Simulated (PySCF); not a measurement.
Cl2MoO2, multiplicity 1. Atoms are numbered in the order given.

```xyz
5

Mo     0.0000     0.0000     0.2920
O      0.0000     1.3518     1.3011
O      0.0000    -1.3518     1.3011
Cl    -1.8837     0.0000    -0.9730
Cl     1.8837     0.0000    -0.9730
```
Charge 0, spin multiplicity 1.

Coordinates come from a PBE-D3(BJ)/def2-SVP optimisation. The spin state was assumed, not searched. The isomer is the one that the SMILES or the coordinates give; other isomers of the formula were not compared. The def2 effective core potentials stand for the cores of Mo; spin–orbit coupling is left out.

Computed with PySCF with TDA-PBE/def2-SVPD.

Vertical excitations. Gas-phase values at a fixed geometry. State labels are in the subgroup C2v.

| state | symmetry | energy (eV) | λ (nm) | f | main pairs |
|---|---|---|---|---|---|
| S1 | B2 | 3.93 | 315 | 0.004 | HOMO→LUMO 93 % |
| S2 | A2 | 4.04 | 307 | 0.000 | HOMO−1→LUMO 100 % |
| S3 | B1 | 4.26 | 291 | 0.005 | HOMO→LUMO+1 58 %, HOMO−2→LUMO 37 % |
| S4 | B2 | 4.32 | 287 | 0.000 | HOMO−3→LUMO 98 % |
| S5 | B1 | 4.49 | 276 | 0.033 | HOMO−2→LUMO 43 %, HOMO→LUMO+1 41 %, HOMO−3→LUMO+1 10 % |
| S6 | A1 | 4.52 | 274 | 0.000 | HOMO−1→LUMO+1 51 %, HOMO−4→LUMO 48 % |
| S7 | B2 | 4.60 | 269 | 0.001 | HOMO−2→LUMO+1 88 % |
| S8 | A2 | 4.76 | 260 | 0.000 | HOMO→LUMO+2 96 % |
| S9 | B1 | 4.87 | 255 | 0.005 | HOMO−3→LUMO+1 56 %, HOMO−5→LUMO 41 % |
| S10 | A1 | 4.88 | 254 | 0.010 | HOMO−2→LUMO+2 45 %, HOMO−4→LUMO 27 %, HOMO−1→LUMO+1 23 % |
| T1 | B2 | 3.50 | 355 | 0 | HOMO→LUMO 98 % |
| T2 | B1 | 3.80 | 327 | 0 | HOMO−2→LUMO 93 % |
| T3 | A2 | 3.86 | 321 | 0 | HOMO−1→LUMO 99 % |
| T4 | B1 | 3.99 | 311 | 0 | HOMO→LUMO+1 91 % |
Triplets are in the Tamm–Dancoff approximation.
